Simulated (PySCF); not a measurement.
PySCF input file for Se(SeH)(OSiH3) (H4OSe2Si), SMILES [SiH3]O[Se][SeH], C-PCM-PBE0/def2-SVP. Geometry optimised at PBE0-D3(BJ)/def2-SVP. This is a generated structure with no PubChem entry under its InChIKey; it may be hypothetical. The values are those of a single conformer.

```python
import numpy as np
from pyscf import gto, scf, dft
from pyscf.solvent import pcm

mol = gto.M(
    atom='''
    Se   -0.42096385    0.33950473    0.86373381
    Se    1.13311501    1.05908924   -0.67248911
    H     2.33003288    0.88029020    0.17617561
    O    -0.43085356   -1.46075278    0.64195975
    Si   -1.31478160   -2.12452681   -0.63129597
    H    -2.76143212   -1.77388160   -0.50813605
    H    -1.12646930   -3.59763164   -0.52389768
    H    -0.80150041   -1.63157449   -1.94399640
    ''',
    basis='def2-SVP',
    charge=0,
    spin=0,
    max_memory=1600,
    verbose=3,
)
mf = dft.RKS(mol, xc='pbe0').density_fit(auxbasis='def2-universal-jkfit')
mf.grids.level = 3
mf.conv_tol = 1e-9
mf.max_cycle = 100
mf.kernel()
res = {}
for name, eps in {'water': 78.355, 'chloroform': 4.7113, 'ethylethanoate': 5.9867}.items():
    s = mf.PCM()
    s.with_solvent.method, s.with_solvent.eps, s.with_solvent.lebedev_order = 'C-PCM', eps, 29
    s.kernel(mf.make_rdm1())
    res[name] = (s.e_tot, eps, s.dip_moment(), s.mo_energy, s.converged)
    print(f'{name}: electrostatic solvation free energy {(s.e_tot - mf.e_tot) * 627.509474:.3f} kcal/mol')
```

It prints:

```
converged SCF energy = -5168.73355494438

WARN: PCM is an experimental feature. It is still in testing.
Features and APIs may be changed in the future.

converged SCF energy = -5168.73805095701
Dipole moment(X, Y, Z, Debye):  0.64749,  0.91800, -0.46562
water: electrostatic solvation free energy -2.821 kcal/mol

WARN: PCM is an experimental feature. It is still in testing.
Features and APIs may be changed in the future.

converged SCF energy = -5168.73704518975
Dipole moment(X, Y, Z, Debye):  0.57403,  0.84648, -0.44237
chloroform: electrostatic solvation free energy -2.190 kcal/mol

WARN: PCM is an experimental feature. It is still in testing.
Features and APIs may be changed in the future.

converged SCF energy = -5168.73726799209
Dipole moment(X, Y, Z, Debye):  0.58960,  0.86183, -0.44731
ethylethanoate: electrostatic solvation free energy -2.330 kcal/mol
```

The calculation finished and met its thresholds.
